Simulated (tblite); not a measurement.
A geometry optimisation, step by step.

Species: C7H6FS (charge +1).
Numbering: `[CH2:1]=[CH:2][c:3]1[cH:4][cH:5][s+:6][cH:7][c:8]1[F:9]` (hydrogens: H10, H11 on C1; H12 on C2; H13 on C4; H14 on C5; H15 on C7)
Bond orders are those of one Lewis drawing.

Computed with GFN2-xTB (tblite), gas phase: L-BFGS steps from a force-field or distance-geometry start until the largest atomic force falls under 0.01 eV/Å. 13 of its 28 geometries are shown.

Step 0: E = -694.2605 eV, largest atomic force 2.391 eV/Å
```
atom  x, y, z in Å  |  force x, y, z in eV/Å
C1      2.467   -0.279    0.948   -0.936   0.267  -0.374
C2      1.544    0.532    0.370    0.089  -0.706   0.307
C3      0.166    0.184   -0.001    0.838   0.426   0.131
C4     -0.377   -1.095    0.199   -1.278  -0.865  -0.034
C5     -1.677   -1.500   -0.119    0.491   1.610  -0.443
S6     -2.874   -0.432   -0.880    2.243   0.529   0.639
C7     -1.945    1.073   -1.022    0.484  -1.143   0.589
C8     -0.618    1.212   -0.591   -1.290  -0.133  -0.485
F9     -0.066    2.418   -0.776   -0.252  -0.537   0.102
H10     2.271   -1.313    1.210    0.094   0.231  -0.067
H11     3.446    0.107    1.177   -0.022  -0.049  -0.006
H12     1.849    1.550    0.171   -0.145   0.016  -0.088
H13     0.242   -1.867    0.675   -0.207   0.470  -0.279
H14    -1.985   -2.520    0.076   -0.149   0.271  -0.102
H15    -2.448    1.936   -1.457    0.041  -0.386   0.110
```

Step 2: E = -694.4833 eV, largest atomic force 0.762 eV/Å
```
atom  x, y, z in Å  |  force x, y, z in eV/Å
C1      2.453   -0.279    0.945   -0.140   0.207  -0.087
C2      1.538    0.525    0.372    0.039  -0.044   0.060
C3      0.178    0.188    0.001   -0.372  -0.210  -0.064
C4     -0.397   -1.103    0.199    0.363   0.515   0.026
C5     -1.673   -1.466   -0.133    0.163  -0.128   0.044
S6     -2.808   -0.415   -0.862    0.144   0.044   0.039
C7     -1.940    1.045   -1.009    0.149   0.176   0.030
C8     -0.639    1.204   -0.598    0.383  -0.334   0.202
F9     -0.076    2.401   -0.773   -0.262  -0.236  -0.009
H10     2.274   -1.305    1.208   -0.024  -0.090   0.000
H11     3.440    0.104    1.175   -0.215  -0.080  -0.058
H12     1.843    1.546    0.169   -0.148  -0.067  -0.056
H13     0.235   -1.854    0.666   -0.095   0.115  -0.100
H14    -1.988   -2.501    0.070   -0.079   0.723  -0.227
H15    -2.444    1.917   -1.451    0.093  -0.590   0.201
```

Step 4: E = -694.5311 eV, largest atomic force 0.372 eV/Å
```
atom  x, y, z in Å  |  force x, y, z in eV/Å
C1      2.446   -0.277    0.943   -0.206   0.058  -0.077
C2      1.532    0.525    0.372    0.075  -0.115   0.074
C3      0.173    0.184    0.001    0.217   0.078   0.070
C4     -0.390   -1.090    0.201    0.150  -0.064   0.068
C5     -1.661   -1.456   -0.135    0.143   0.165  -0.003
S6     -2.786   -0.410   -0.856   -0.347  -0.092  -0.097
C7     -1.929    1.041   -1.002    0.129  -0.133   0.088
C8     -0.631    1.189   -0.593    0.114   0.033   0.028
F9     -0.089    2.387   -0.773    0.027   0.076  -0.016
H10     2.273   -1.305    1.206   -0.061  -0.079  -0.008
H11     3.429    0.100    1.172   -0.033   0.020  -0.019
H12     1.834    1.542    0.165   -0.104   0.058  -0.068
H13     0.230   -1.845    0.659    0.096  -0.034   0.035
H14    -1.994   -2.467    0.059   -0.137   0.140  -0.084
H15    -2.440    1.888   -1.442   -0.064  -0.111   0.009
```

Step 7: E = -694.5467 eV, largest atomic force 0.080 eV/Å
```
atom  x, y, z in Å  |  force x, y, z in eV/Å
C1      2.438   -0.279    0.943    0.052  -0.034   0.028
C2      1.534    0.526    0.374    0.058   0.045   0.009
C3      0.185    0.186    0.005   -0.031  -0.008  -0.001
C4     -0.378   -1.088    0.205   -0.021  -0.019  -0.014
C5     -1.651   -1.440   -0.137   -0.044   0.000  -0.004
S6     -2.796   -0.413   -0.859    0.069   0.007   0.020
C7     -1.921    1.028   -0.995   -0.050  -0.020  -0.020
C8     -0.622    1.187   -0.590   -0.044   0.032  -0.012
F9     -0.091    2.389   -0.774    0.019   0.024  -0.006
H10     2.267   -1.310    1.204   -0.065  -0.027  -0.017
H11     3.420    0.100    1.169    0.024  -0.006   0.012
H12     1.823    1.545    0.159    0.007   0.066  -0.021
H13     0.238   -1.847    0.661    0.064  -0.037   0.031
H14    -2.006   -2.443    0.049   -0.036   0.007  -0.015
H15    -2.442    1.868   -1.437   -0.001  -0.029   0.008
```

Step 9: E = -694.5477 eV, largest atomic force 0.047 eV/Å
```
atom  x, y, z in Å  |  force x, y, z in eV/Å
C1      2.439   -0.281    0.944    0.000   0.013  -0.005
C2      1.536    0.528    0.375   -0.008   0.014  -0.006
C3      0.185    0.186    0.006   -0.007  -0.006   0.002
C4     -0.378   -1.089    0.205    0.009   0.003   0.000
C5     -1.652   -1.440   -0.137    0.029  -0.026   0.023
S6     -2.796   -0.414   -0.858    0.019   0.000   0.006
C7     -1.922    1.027   -0.995    0.015   0.025  -0.006
C8     -0.623    1.188   -0.590    0.006  -0.005   0.011
F9     -0.090    2.390   -0.775   -0.017  -0.016  -0.003
H10     2.264   -1.311    1.203   -0.044   0.003  -0.017
H11     3.421    0.099    1.169    0.029  -0.025   0.020
H12     1.822    1.548    0.158    0.015   0.016  -0.001
H13     0.241   -1.848    0.663    0.005   0.013  -0.008
H14    -2.009   -2.442    0.047   -0.030  -0.010  -0.007
H15    -2.443    1.865   -1.436   -0.022   0.000  -0.010
```

Step 11: E = -694.5483 eV, largest atomic force 0.048 eV/Å
```
atom  x, y, z in Å  |  force x, y, z in eV/Å
C1      2.440   -0.280    0.944   -0.025   0.023  -0.016
C2      1.538    0.530    0.375   -0.007   0.001  -0.003
C3      0.185    0.187    0.006    0.029   0.003   0.009
C4     -0.377   -1.090    0.206    0.011   0.012   0.007
C5     -1.651   -1.441   -0.136    0.030  -0.001   0.009
S6     -2.793   -0.414   -0.858   -0.014  -0.009  -0.001
C7     -1.922    1.027   -0.996    0.013   0.002   0.007
C8     -0.624    1.188   -0.589    0.017  -0.009   0.006
F9     -0.091    2.390   -0.775   -0.005  -0.002   0.001
H10     2.258   -1.312    1.201   -0.017   0.041  -0.019
H11     3.423    0.097    1.171   -0.011  -0.041   0.009
H12     1.823    1.551    0.157    0.005  -0.025   0.010
H13     0.244   -1.848    0.663    0.001   0.011  -0.010
H14    -2.013   -2.442    0.046   -0.008  -0.017   0.005
H15    -2.445    1.864   -1.437   -0.018   0.012  -0.014
```

Step 14: E = -694.5488 eV, largest atomic force 0.035 eV/Å
```
atom  x, y, z in Å  |  force x, y, z in eV/Å
C1      2.439   -0.279    0.943   -0.006  -0.005   0.000
C2      1.538    0.532    0.374   -0.001   0.006  -0.003
C3      0.186    0.187    0.007   -0.011   0.005  -0.007
C4     -0.374   -1.090    0.206   -0.003   0.002   0.002
C5     -1.649   -1.442   -0.134   -0.008   0.007  -0.007
S6     -2.791   -0.415   -0.857   -0.002  -0.004   0.003
C7     -1.921    1.028   -0.996   -0.010  -0.010   0.003
C8     -0.623    1.188   -0.588   -0.007   0.008  -0.010
F9     -0.091    2.390   -0.775    0.009   0.008   0.004
H10     2.251   -1.308    1.197   -0.012   0.000  -0.004
H11     3.424    0.090    1.174   -0.009  -0.018   0.002
H12     1.824    1.553    0.157    0.005   0.006   0.002
H13     0.247   -1.847    0.663    0.008  -0.003   0.000
H14    -2.017   -2.442    0.045    0.033   0.005   0.012
H15    -2.448    1.863   -1.438    0.014  -0.009   0.004
```

Step 16: E = -694.5489 eV, largest atomic force 0.040 eV/Å
```
atom  x, y, z in Å  |  force x, y, z in eV/Å
C1      2.438   -0.278    0.942   -0.004  -0.014   0.003
C2      1.538    0.534    0.374   -0.005   0.007  -0.004
C3      0.186    0.188    0.007   -0.015   0.003  -0.007
C4     -0.374   -1.089    0.207    0.001   0.003  -0.006
C5     -1.648   -1.442   -0.134    0.003  -0.001   0.004
S6     -2.791   -0.416   -0.856    0.002   0.002   0.002
C7     -1.922    1.027   -0.995    0.002   0.003  -0.003
C8     -0.623    1.188   -0.589   -0.006   0.003   0.000
F9     -0.091    2.391   -0.775   -0.006  -0.003  -0.001
H10     2.247   -1.307    1.196   -0.019  -0.035   0.005
H11     3.424    0.086    1.175    0.009   0.004   0.002
H12     1.825    1.553    0.157    0.004   0.023  -0.005
H13     0.248   -1.847    0.662   -0.003   0.008  -0.003
H14    -2.015   -2.442    0.046    0.029   0.004   0.009
H15    -2.448    1.862   -1.438    0.008  -0.007   0.004
```

Step 18: E = -694.5492 eV, largest atomic force 0.033 eV/Å
```
atom  x, y, z in Å  |  force x, y, z in eV/Å
C1      2.435   -0.279    0.942   -0.004  -0.016   0.003
C2      1.538    0.536    0.373    0.007  -0.001   0.004
C3      0.186    0.189    0.006    0.013   0.005   0.003
C4     -0.373   -1.089    0.207    0.009   0.010  -0.012
C5     -1.647   -1.442   -0.134    0.012  -0.002   0.012
S6     -2.791   -0.417   -0.855    0.003   0.002   0.002
C7     -1.922    1.026   -0.995    0.010   0.008  -0.007
C8     -0.624    1.189   -0.590    0.003  -0.006   0.011
F9     -0.091    2.392   -0.775   -0.020  -0.005  -0.007
H10     2.240   -1.307    1.193   -0.014  -0.029   0.005
H11     3.423    0.081    1.177   -0.002   0.011  -0.004
H12     1.827    1.556    0.157   -0.005   0.007  -0.004
H13     0.251   -1.846    0.662   -0.011   0.016  -0.006
H14    -2.010   -2.443    0.048    0.011  -0.008   0.005
H15    -2.447    1.861   -1.439   -0.011   0.008  -0.005
```

Step 20: E = -694.5494 eV, largest atomic force 0.025 eV/Å
```
atom  x, y, z in Å  |  force x, y, z in eV/Å
C1      2.433   -0.280    0.942   -0.001  -0.010   0.002
C2      1.538    0.537    0.373    0.014  -0.009   0.009
C3      0.186    0.191    0.006    0.023   0.007   0.006
C4     -0.371   -1.087    0.207    0.008   0.009  -0.007
C5     -1.645   -1.441   -0.133    0.005   0.002   0.004
S6     -2.791   -0.417   -0.854    0.004  -0.002   0.003
C7     -1.922    1.026   -0.995    0.000   0.000  -0.005
C8     -0.624    1.190   -0.590    0.003   0.000   0.005
F9     -0.092    2.392   -0.775   -0.015   0.009  -0.009
H10     2.234   -1.309    1.192    0.000   0.005  -0.001
H11     3.422    0.076    1.177   -0.018   0.000  -0.006
H12     1.828    1.558    0.157   -0.005  -0.019   0.004
H13     0.252   -1.844    0.661    0.000   0.007  -0.001
H14    -2.005   -2.443    0.051   -0.003  -0.009   0.002
H15    -2.447    1.860   -1.439   -0.014   0.010  -0.006
```

Step 22: E = -694.5494 eV, largest atomic force 0.017 eV/Å
```
atom  x, y, z in Å  |  force x, y, z in eV/Å
C1      2.432   -0.282    0.942    0.002  -0.003   0.002
C2      1.539    0.538    0.373    0.000  -0.007   0.002
C3      0.188    0.192    0.006   -0.003   0.004  -0.002
C4     -0.370   -1.086    0.206    0.002   0.000   0.002
C5     -1.644   -1.441   -0.132    0.000   0.001  -0.002
S6     -2.790   -0.418   -0.854    0.003  -0.002   0.002
C7     -1.922    1.026   -0.995   -0.004  -0.002  -0.001
C8     -0.624    1.190   -0.589   -0.002   0.008  -0.006
F9     -0.093    2.393   -0.776   -0.006   0.013  -0.006
H10     2.231   -1.310    1.191    0.005   0.005   0.000
H11     3.421    0.075    1.178   -0.004  -0.004   0.000
H12     1.828    1.558    0.157    0.006  -0.014   0.007
H13     0.252   -1.843    0.660    0.010   0.000   0.003
H14    -2.003   -2.444    0.052   -0.003   0.002   0.000
H15    -2.448    1.860   -1.440   -0.004  -0.002   0.000
```

Step 25: E = -694.5495 eV, largest atomic force 0.016 eV/Å
```
atom  x, y, z in Å  |  force x, y, z in eV/Å
C1      2.432   -0.283    0.942   -0.002   0.000   0.000
C2      1.539    0.537    0.373   -0.009   0.002  -0.004
C3      0.188    0.193    0.005   -0.011   0.000  -0.005
C4     -0.369   -1.085    0.206   -0.002  -0.001   0.002
C5     -1.643   -1.441   -0.132    0.003  -0.002   0.000
S6     -2.790   -0.418   -0.853   -0.002   0.001  -0.002
C7     -1.922    1.026   -0.996    0.001   0.003   0.002
C8     -0.624    1.192   -0.590   -0.001   0.001  -0.003
F9     -0.095    2.395   -0.777   -0.002  -0.002   0.000
H10     2.229   -1.311    1.191    0.004  -0.014   0.006
H11     3.420    0.073    1.178    0.011   0.000   0.004
H12     1.829    1.557    0.158    0.010   0.008   0.001
H13     0.254   -1.842    0.660    0.004   0.007  -0.002
H14    -2.002   -2.444    0.053   -0.001   0.004  -0.001
H15    -2.450    1.859   -1.440   -0.002  -0.007   0.002
```

Step 27: E = -694.5495 eV, largest atomic force 0.008 eV/Å
```
atom  x, y, z in Å  |  force x, y, z in eV/Å
C1      2.431   -0.284    0.942   -0.002  -0.001   0.000
C2      1.539    0.537    0.373    0.002   0.003  -0.001
C3      0.187    0.194    0.005    0.003   0.001   0.000
C4     -0.369   -1.085    0.206   -0.002   0.003  -0.001
C5     -1.642   -1.441   -0.132   -0.001   0.000   0.000
S6     -2.789   -0.418   -0.853   -0.003   0.000  -0.002
C7     -1.923    1.026   -0.996   -0.001   0.000   0.001
C8     -0.625    1.192   -0.590    0.000  -0.003   0.000
F9     -0.096    2.396   -0.777    0.002  -0.005   0.002
H10     2.229   -1.312    1.191    0.006  -0.004   0.003
H11     3.420    0.072    1.178   -0.001  -0.003   0.001
H12     1.830    1.556    0.159    0.004   0.005   0.000
H13     0.255   -1.841    0.660    0.001   0.007  -0.002
H14    -2.001   -2.443    0.053   -0.002  -0.001   0.000
H15    -2.450    1.859   -1.440   -0.005  -0.001  -0.001
```

Problem. Summarise the path.

Solution. The energy falls by 6.67 kcal/mol from step 0 to step 27; nine tenths of that is first reached at step 4. It falls at every step. The largest force goes from 2.391 to 0.008 eV/Å. Among the bonds S6–C7 changes most, from 1.774 to 1.691 Å; the atoms move by 0.051 Å rms after alignment.

The cost below is that of the whole relaxation. Hardware: an Arm Neoverse V1 with one thread, shared host with 64 logical CPUs at a one-minute load of 18. Cost: 0.18 s of wall time.
